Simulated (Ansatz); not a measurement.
A nudged elastic band was laid between two geometries of C3H11ClSi2 (17 atoms, charge 0, multiplicity 1).

Method: RKS PBE0/STO-3G (Ansatz 0.2.0).

```json
{
  "movable images": "7",
  "climbing image": "yes",
  "spring": "5.0 eV/Å²",
  "optimiser": "quadratic models (default)",
  "start path": "IDPP",
  "force threshold": "0.2 eV/Å",
  "iteration limit": "24",
  "end points": "relaxed"
}
```

Image 0:

```xyz
17
Properties=species:S:1:pos:R:3
C 0.396 -0.389 1.596
C 0.700 -0.006 0.121
Si 1.879 -1.250 -0.657
Si -0.914 0.198 -0.815
C -1.999 1.548 -0.119
Cl -0.488 0.700 -2.817
H 1.324 -0.471 2.178
H -0.122 -1.356 1.662
H -0.235 0.363 2.090
H 1.203 0.970 0.129
H 2.298 -0.808 -1.965
H 1.224 -2.531 -0.773
H 3.038 -1.395 0.191
H -1.637 -1.054 -0.867
H -2.898 1.679 -0.730
H -2.317 1.295 0.898
H -1.472 2.506 -0.082
```

Image 8:

```xyz
17
Properties=species:S:1:pos:R:3
C 0.091 -1.232 1.727
C 0.322 -0.088 0.704
Si 1.849 -0.427 -0.343
Si -1.242 0.243 -0.280
C -1.111 1.727 -1.403
Cl -1.655 -1.443 -1.475
H 0.982 -1.394 2.348
H -0.138 -2.178 1.216
H -0.747 -1.006 2.401
H 0.514 0.834 1.272
H 2.055 0.649 -1.283
H 1.698 -1.665 -1.067
H 3.003 -0.520 0.518
H -2.380 0.379 0.604
H -2.038 1.874 -1.964
H -0.927 2.630 -0.813
H -0.294 1.619 -2.122
```

What changes between the two ends?

No bond is made or broken. The dihedral Si3–C2–Si4–Cl6 goes from -55 to 60°.

Give the energies along the band, and the barrier.

It converged. The highest image is number 4 of 0 to 8, 4.9 kJ/mol above the first end and 5.2 kJ/mol above the last; the last end lies 0.3 kJ/mol below the first. The threshold of 0.2 eV/Å is loose, so the images may lie well off the minimum-energy path. Another band between the same ends (7 images) ends at a top of the same energy, where a vibrational analysis finds no clearly imaginary modes. Limits of this set-up: minimal basis.

```json
{"image": "0", "path coordinate (Å)": "0.00", "energy (kJ/mol)": "0.0", "dihedral Si3–C2–Si4–Cl6 (°)": "-55"}
{"image": "1", "path coordinate (Å)": "0.85", "energy (kJ/mol)": "0.7", "dihedral Si3–C2–Si4–Cl6 (°)": "-41"}
{"image": "2", "path coordinate (Å)": "1.70", "energy (kJ/mol)": "2.3", "dihedral Si3–C2–Si4–Cl6 (°)": "-27"}
{"image": "3", "path coordinate (Å)": "2.55", "energy (kJ/mol)": "4.0", "dihedral Si3–C2–Si4–Cl6 (°)": "-13"}
{"image": "4", "path coordinate (Å)": "3.40", "energy (kJ/mol)": "4.9", "dihedral Si3–C2–Si4–Cl6 (°)": "2"}
{"image": "5", "path coordinate (Å)": "4.24", "energy (kJ/mol)": "4.5", "dihedral Si3–C2–Si4–Cl6 (°)": "17"}
{"image": "6", "path coordinate (Å)": "5.08", "energy (kJ/mol)": "2.9", "dihedral Si3–C2–Si4–Cl6 (°)": "32"}
{"image": "7", "path coordinate (Å)": "5.92", "energy (kJ/mol)": "0.8", "dihedral Si3–C2–Si4–Cl6 (°)": "46"}
{"image": "8", "path coordinate (Å)": "6.76", "energy (kJ/mol)": "-0.3", "dihedral Si3–C2–Si4–Cl6 (°)": "60"}
```

What is the geometry of the highest image?


```xyz
17
Properties=species:S:1:pos:R:3:forces:R:3
C 0.255 -0.931 1.699 0.04 0.03 -0.02
C 0.506 -0.100 0.409 0.06 -0.03 0.05
Si 1.952 -0.816 -0.568 -0.06 0.02 0.03
Si -1.100 0.100 -0.551 -0.10 -0.02 -0.11
C -1.659 1.878 -0.694 0.04 -0.07 0.01
Cl -0.880 -0.627 -2.524 0.01 0.03 0.07
H 1.164 -0.984 2.314 0.00 0.01 -0.01
H -0.043 -1.961 1.461 -0.01 0.00 0.00
H -0.537 -0.490 2.320 -0.01 -0.01 0.00
H 0.804 0.910 0.725 0.01 0.00 -0.01
H 2.293 0.050 -1.670 0.00 0.00 -0.01
H 1.624 -2.133 -1.056 0.01 -0.01 0.00
H 3.090 -0.919 0.314 -0.01 0.01 0.00
H -2.148 -0.716 0.028 0.02 0.03 -0.01
H -2.578 1.945 -1.283 -0.02 0.02 0.00
H -1.859 2.297 0.297 0.00 0.00 0.01
H -0.900 2.497 -1.180 0.01 0.00 0.01
```

The run took 2.3 min on 1 thread of Arm Neoverse V2, on a shared host, peak memory 0.15 GiB.
